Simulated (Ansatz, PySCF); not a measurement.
TiBr4, SMILES [Br][Ti]([Br])([Br])[Br], multiplicity 1. Atoms are numbered in the order given.

```xyz
5

Ti     0.0000     0.0000     0.0000
Br     1.3317     1.3317    -1.3317
Br    -1.3317     1.3317     1.3317
Br    -1.3317    -1.3317    -1.3317
Br     1.3317    -1.3317     1.3317
```

Geometry: PBE0-D3(BJ)/def2-SVP. The spin state was assumed, not searched. The isomer is the one that the SMILES or the coordinates give; other isomers of the formula were not compared.

Vertical ionisation energy (IE) and electron affinity (EA) in eV. Rows of orbital energies are one-electron estimates. Where ΔSCF, EOM or ADC give a negative EA the extra electron is unbound and the value depends on the basis.

```json
[
 {"level": "−ε(HOMO), −ε(LUMO), B3LYP/def2-TZVP (PySCF)", "IE": "8.49", "EA": "3.87"},
 {"level": "ΔSCF, PBE0/def2-TZVPD (Ansatz), final states of multiplicity 2 and 2", "IE": "10.46", "EA": "2.64"}
]
```

Problem. What vertical singlet–triplet gap does ΔSCF give with PBE0/def2-TZVPD (Ansatz, a program for electronic structure)? (The exact figures need the calculation; the answer reports its results.)

Solution. 3.02 eV (triplet above singlet where positive).
